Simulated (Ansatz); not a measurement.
A structure relaxed at PBE0-D4/def2-TZVP, charge 0, multiplicity 1:

```json
{"atom": "C1", "x (Å)": "-3.4305", "y (Å)": "-1.1363", "z (Å)": "-0.1724"}
{"atom": "C2", "x (Å)": "-2.3097", "y (Å)": "-0.3360", "z (Å)": "0.2849"}
{"atom": "C3", "x (Å)": "-1.3840", "y (Å)": "0.3281", "z (Å)": "0.6698"}
{"atom": "C4", "x (Å)": "-0.2524", "y (Å)": "1.1304", "z (Å)": "1.1100"}
{"atom": "C5", "x (Å)": "0.9309", "y (Å)": "1.0905", "z (Å)": "0.1415"}
{"atom": "C6", "x (Å)": "1.5371", "y (Å)": "-0.2929", "z (Å)": "-0.0157"}
{"atom": "C7", "x (Å)": "2.6958", "y (Å)": "-0.3173", "z (Å)": "-0.9968"}
{"atom": "H8", "x (Å)": "-3.0968", "y (Å)": "-1.9385", "z (Å)": "-0.8356"}
{"atom": "H9", "x (Å)": "-3.9542", "y (Å)": "-1.5961", "z (Å)": "0.6697"}
{"atom": "H10", "x (Å)": "-4.1521", "y (Å)": "-0.5267", "z (Å)": "-0.7223"}
{"atom": "H11", "x (Å)": "-0.5803", "y (Å)": "2.1664", "z (Å)": "1.2457"}
{"atom": "H12", "x (Å)": "0.0738", "y (Å)": "0.7812", "z (Å)": "2.0971"}
{"atom": "H13", "x (Å)": "0.6028", "y (Å)": "1.4601", "z (Å)": "-0.8360"}
{"atom": "H14", "x (Å)": "1.6955", "y (Å)": "1.7884", "z (Å)": "0.5006"}
{"atom": "H15", "x (Å)": "1.8739", "y (Å)": "-0.6507", "z (Å)": "0.9646"}
{"atom": "H16", "x (Å)": "0.7567", "y (Å)": "-0.9879", "z (Å)": "-0.3417"}
{"atom": "H17", "x (Å)": "3.4989", "y (Å)": "0.3544", "z (Å)": "-0.6799"}
{"atom": "H18", "x (Å)": "2.3743", "y (Å)": "0.0022", "z (Å)": "-1.9922"}
{"atom": "H19", "x (Å)": "3.1202", "y (Å)": "-1.3194", "z (Å)": "-1.0915"}
```

**Question.** Give its formula and SMILES.

**Answer.** C7H12, `CC#CCCCC`.

**Question.** Point group (tolerance 0.08 Å, 0.16 Å for H)?

**Answer.** C1.

**Question.** Summarise the bond lengths by kind.

**Answer.** 6 × C–C 1.203 to 1.530 Å; 12 × C–H 1.092 to 1.097 Å.

All numbers were calculated with Ansatz.
